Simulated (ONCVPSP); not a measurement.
## Cutoff test, caesium (Cs), ONCV

ONCVPSP 4.0.1 input, shortened (lines: element, Z, core and valence counts, functional; n l f; lmax; l rc ep ncon nbas qcut; lloc lpopt rc5 dvloc0; l nproj debl; icmod fcfact rcfact), PBE, fully relativistic:

```
  Cs 55.00    9    3        4      upf
    1    0    2.00
    2    0    2.00
    2    1    6.00
    3    0    2.00
    3    1    6.00
    3    2   10.00
    4    0    2.00
    4    1    6.00
    4    2   10.00
    5    0    2.00
    5    1    6.00
    6    0    1.00
    2
    0    2.55    0.00    4    9    4.70
    1    3.10    0.00    3    7    4.40
    2    3.15    0.19    4    7    2.80
    4    1    2.45    1.00
    0    2    1.40
    1    3    1.60
    2    2    0.90
    3    3.50    1.40
```

Open shells are filled in proportion to 2j + 1.

In the d channel the program set the typed energies aside and used 0.050, 0.950 Ha (j = l + 1/2; the other j can differ).

Problem. For each optimised wave give the share of its norm inside rc, the residual kinetic energy above qcut (Ha) and the cutoffs (Ha) for errors of 10, 1, 0.1 and 0.01 mHa per electron.

Solution.

| wave | norm inside rc | residual KE | 10 mHa | 1 mHa | 0.1 mHa | 0.01 mHa |
| --- | --- | --- | --- | --- | --- | --- |
| 5s | 0.906 | 2.9e-06 | 5.4 | 7.5 | 8.9 | 10.5 |
| 6s | 0.035 | 1.0e-06 | 1.9 | 6.2 | 8.2 | 9.7 |
| 5p j=3/2 | 0.895 | 8.1e-08 | 2.8 | 3.7 | 4.6 | 6.2 |
| p projector 2 j=3/2 | 0.268 | 7.4e-06 | 3.2 | 3.9 | 6.2 | 9.6 |
| p projector 3 j=3/2 | 0.139 | 5.3e-05 | 4.4 | 6.7 | 8.8 | 19.1 |
| 5p j=1/2 | 0.919 | 4.4e-08 | 3.2 | 4.3 | 5.1 | 6.0 |
| p projector 2 j=1/2 | 0.282 | 6.1e-06 | 3.4 | 4.3 | 5.6 | 9.2 |
| p projector 3 j=1/2 | 0.140 | 4.2e-05 | 4.5 | 6.1 | 7.9 | 18.6 |
| d projector 1 j=5/2 | 0.542 | 1.2e-03 | 2.8 | 4.0 | 11.7 | 16.4 |
| d projector 2 j=5/2 | 0.166 | 5.3e-03 | 3.5 | 4.9 | 8.7 | 15.2 |
| d projector 1 j=3/2 | 0.553 | 1.4e-03 | 2.8 | 4.1 | 12.8 | 16.7 |
| d projector 2 j=3/2 | 0.166 | 6.0e-03 | 3.5 | 5.0 | 8.9 | 15.5 |

The occupied waves need 7.5 Ha and 8.9 Ha for 1 and 0.1 mHa.
